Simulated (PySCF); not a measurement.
PySCF input (BP86/6-31G* (5d)):

```python
from pyscf import gto, dft

mol = gto.M(
    atom='''
    N     0.46818000    1.31245600   -0.84217300
    Si   -0.07088400    0.18859800    0.36024300
    N     1.14674600   -1.03270900    0.51910800
    N    -1.50377900   -0.57547100   -0.24180200
    H     0.99332500    2.13272600   -0.58248400
    H    -0.14081600    1.49603300   -1.62622600
    H     1.26970800   -1.52798200    1.38838700
    H     2.02797900   -0.88742200    0.04832800
    H    -2.41528800   -0.19964600   -0.03211800
    H    -1.52056500   -1.58400900   -0.28522200
    ''',
    basis='6-31g*',
    charge=0,
    spin=1,
    verbose=4,
)

mf = dft.UKS(mol, xc='bp86')
mf.grids.level = 3
mf.conv_tol = 1e-9
mf.max_cycle = 100
mf.max_memory = 1500
mf.kernel()
if not mf.converged:
    mf = mf.newton()
    mf.kernel(mf.make_rdm1())
mo, _, stable, _ = mf.stability(return_status=True)
if not stable:
    mf.kernel(mf.make_rdm1(mo, mf.mo_occ))
    stable = mf.stability(return_status=True)[2]
mf.dip_moment()
```

From the output:

```
  HOMO = -0.117987965604  LUMO = -0.0710556003603  gap/eV = 1.27709
cycle= 4 E= -457.382583215261  delta_E= -0.00344  |g|= 0.0234  |ddm|= 0.147
  alpha nocc = 21  HOMO = -0.113286985953477  LUMO = 0.063059185309859
  beta  nocc = 20  HOMO = -0.203927192577764  LUMO = -0.065763207519649
  HOMO = -0.113286985953  LUMO = -0.0657632075196  gap/eV = 1.29319
cycle= 5 E= -457.382926408901  delta_E= -0.000343  |g|= 0.00277  |ddm|= 0.0399
  alpha nocc = 21  HOMO = -0.113309697223161  LUMO = 0.0626313045140217
  beta  nocc = 20  HOMO = -0.204354270533414  LUMO = -0.0657875463507875
  HOMO = -0.113309697223  LUMO = -0.0657875463508  gap/eV = 1.29314
cycle= 6 E= -457.382931341701  delta_E= -4.93e-06  |g|= 0.00071  |ddm|= 0.00483
  alpha nocc = 21  HOMO = -0.113379326006456  LUMO = 0.0625807916178878
  beta  nocc = 20  HOMO = -0.204396426932708  LUMO = -0.0658362249382458
  HOMO = -0.113379326006  LUMO = -0.0658362249382  gap/eV = 1.29371
cycle= 7 E= -457.382931613864  delta_E= -2.72e-07  |g|= 0.000128  |ddm|= 0.000871
  alpha nocc = 21  HOMO = -0.113392544613234  LUMO = 0.0625682496147579
  beta  nocc = 20  HOMO = -0.204408098201472  LUMO = -0.0658377051810031
  HOMO = -0.113392544613  LUMO = -0.065837705181  gap/eV = 1.29403
cycle= 8 E= -457.382931626771  delta_E= -1.29e-08  |g|= 2.7e-05  |ddm|= 0.000208
  alpha nocc = 21  HOMO = -0.113389483865558  LUMO = 0.0625706760635776
  beta  nocc = 20  HOMO = -0.204402134997475  LUMO = -0.0658339050259249
  HOMO = -0.113389483866  LUMO = -0.0658339050259  gap/eV = 1.29405
cycle= 9 E= -457.382931627273  delta_E= -5.02e-10  |g|= 1.83e-05  |ddm|= 6.08e-05
  alpha nocc = 21  HOMO = -0.113388536966943  LUMO = 0.0625705446581759
  beta  nocc = 20  HOMO = -0.204399810616974  LUMO = -0.0658334897698363
  HOMO = -0.113388536967  LUMO = -0.0658334897698  gap/eV = 1.29404
Extra cycle  E= -457.382931626768  delta_E= 5.05e-10  |g|= 3.8e-05  |ddm|= 5.33e-05
converged SCF energy = -457.382931626768  <S^2> = 0.75128162  2S+1 = 2.0012812
uhf_internal: lowest eigs of H = [0.52892406 0.54135701 0.55451015]
<class 'pyscf.dft.uks.UKS'> wavefunction is stable in the internal stability analysis
Dipole moment(X, Y, Z, Debye):  0.00333, -0.00847, -0.01647
```

The geometry given is a B3LYP-D3(BJ)/def2-TZVP minimum.
